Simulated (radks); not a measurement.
Question: The gold ion Au4+, 75 electrons, occupied as [Xe] 4f14 5d7. Method: scalar-relativistic Kohn-Sham, exchange-only LDA, spin-polarised, spherical densities, finite nucleus; open shells are filled with parallel spins first (spin-orbit coupling, left out, can overturn this in heavy ions); Fermi nuclear charge, rms radius 5.4371 fm; computed with a radial shooting solver on a logarithmic mesh with Libxc functionals. Some entries of the table are withheld. Estimate them.

orbital,occ.,eigenvalue (eV),<r^2> (bohr^2)
1s up,1,-80726.49,0.0003938
1s down,1,-80726.49,0.0003938
2s up,1,-14287.73,0.006003
2s down,1,-14287.48,0.006003
2p up,3,-12368.29,0.005049
2p down,3,-12368.08,0.005049
3s up,1,-3410.829,0.03873
3s down,1,-3410.699,0.03873
3p up,3,-2853.823,0.03978
3p down,3,-2853.685,0.03978
3d up,5,-2256.486,0.03294
3d down,5,-2256.290,0.03294
4s up,1,-779.5186,0.1873
4s down,1,-779.2464,0.1873
4p up,3,-596.7234,0.2140
4p down,3,-596.4468,0.2139
4d up,5,-376.8674,0.2432
4d down,5,-376.5362,0.2429
5s up,1,-159.8452,(1)
5s down,1,-157.9530,(2)
4f up,7,-132.6154,0.3014
4f down,7,-132.1475,0.2992
5p up,3,-110.7105,1.257
5p down,3,-108.4419,1.249
5d up,5,-54.7344,2.207
5d down,2,-52.1769,2.227

Answer: 
(1) 5s up <r^2> (bohr^2): 0.9527
(2) 5s down <r^2> (bohr^2): 0.9461
